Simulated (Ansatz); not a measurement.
Gas-phase electronic energies from Ansatz, PBE0-D4/def2-TZVP geometries. CCSD(T)/CBS is the MP2 limit (def2-TZVPP, def2-QZVPP) plus CCSD(T) − MP2 in def2-TZVPP, frozen cores. This one scheme is used for every species. For Ga outer-core shells are correlated without core-valence functions, which leaves a few kJ/mol of doubt a bond. Scalar relativity is left out up to krypton. One conformer a species, not always the lowest.

Consider the substitution at a C–Ga bond: `N[CH2][Ga]([NH2])[OH]` + `N[SiH3]` → `NCN[SiH3]` + `[NH2][GaH][OH]`.

| species | CCSD(T)/CBS(def2) energy (Eh) |
| --- | --- |
| `N[CH2][Ga]([NH2])[OH]` | -2150.83510 |
| `N[SiH3]` | -346.80422 |
| `NCN[SiH3]` | -441.35396 |
| `[NH2][GaH][OH]` | -2056.27372 |

**Question.** Work out ΔE.

**Answer.** ΔE = (-441.35396) + (-2056.27372) − (-2150.83510) − (-346.80422) = 0.01164 Eh = +30.6 kJ/mol.

Largest T1 diagnostic among the species: 0.014.

From PBE to PBE0 (25 % exact exchange), in def2-TZVPP and without D4, ΔE moves by −3.4 kJ/mol. In def2-TZVPP, CCSD(T) changes the Hartree–Fock value by +15.0 kJ/mol (the triples alone add +1.3 kJ/mol) and MP2 by +17.9 kJ/mol.
